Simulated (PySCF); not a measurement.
Compound: C5H5ClF (doublet state).
Cartesian coordinates in Å at the GFN2-xTB level; atoms count from 1:
```xyz
12
C5H5ClF angstrom
C      1.0623   -1.5878   -0.3386
C      0.7546   -0.6897    0.5888
F      1.3368   -0.7998    1.8059
C     -0.1637    0.4398    0.4742
C     -0.7992    0.6763   -0.8822
C     -0.4013    1.1922    1.5271
Cl    -1.3210    2.5101    1.8768
H      1.7581   -2.3773   -0.1200
H      0.6316   -1.5607   -1.3195
H     -1.4237    1.5643   -0.8525
H     -1.4123   -0.1798   -1.1559
H     -0.0210    0.8116   -1.6301
```

The hyperfine couplings belong to this conformer and change with its torsions.

As a line formula: `C=C(F)/C(C)=[C]/Cl` [radical].

Method used: PySCF 2.14.0, UKS B3LYP, pcH-1 on C Cl F H, non-relativistic, mean-field spin-orbit, GIAO. One conformer (not necessarily the lowest) at the GFN2-xTB geometry, without solvent, vibrations or thermal averaging. Couplings are sensitive to structure, and on GFN2-xTB geometries they can be far from those on DFT ones. The SCF solution wasn't tested for stability.

Task: Give the isotropic g value and a_iso(13C) at C6.

Result: g_iso = 2.00430 and a = +464.65 MHz, or +16.563 mT (Mulliken spin population +0.93). 13C makes up about 1.07 % of the natural element, so this concerns labelled samples or satellites.

Task: For one electron spin and this one nucleus (I = 1/2, g_N = 1.4048), compare first-order, second-order and exact resonance fields at 33.878 GHz.

Result: First order: B = B0 − a·mI with B0 = 1207.656 mT. Second order subtracts a²[I(I+1) − mI²]/(2B0). The exact fields come from the Breit–Rabi levels of H = g μB B Sz − g_N μN B Iz + a S·I.

| mI | first order (mT) | second order (mT) | exact (mT) | exact − first order |
| --- | --- | --- | --- | --- |
| −1/2 | 1215.938 | 1215.881 | 1215.882 | -0.056 |
| +1/2 | 1199.375 | 1199.318 | 1199.318 | -0.057 |

Task: Give the zero-field levels of this pair of spins.

Result: F = I ± 1/2 = 1 and 0, at a·I/2 = +116.2 MHz and −a(I+1)/2 = -348.5 MHz, that is |a|(I + 1/2) = 464.6 MHz apart; F = 0 lies lower.

Other couplings of abundant isotopes, left aside here: 1 × 35Cl 35 MHz, 1 × 19F 24 MHz, 3 × 1H 4 MHz, 1 × 1H 4 MHz, 1 × 1H 3 MHz.

Class means assume fast exchange of nuclei equivalent by connectivity; if that motion is slow, each nucleus keeps its own coupling.
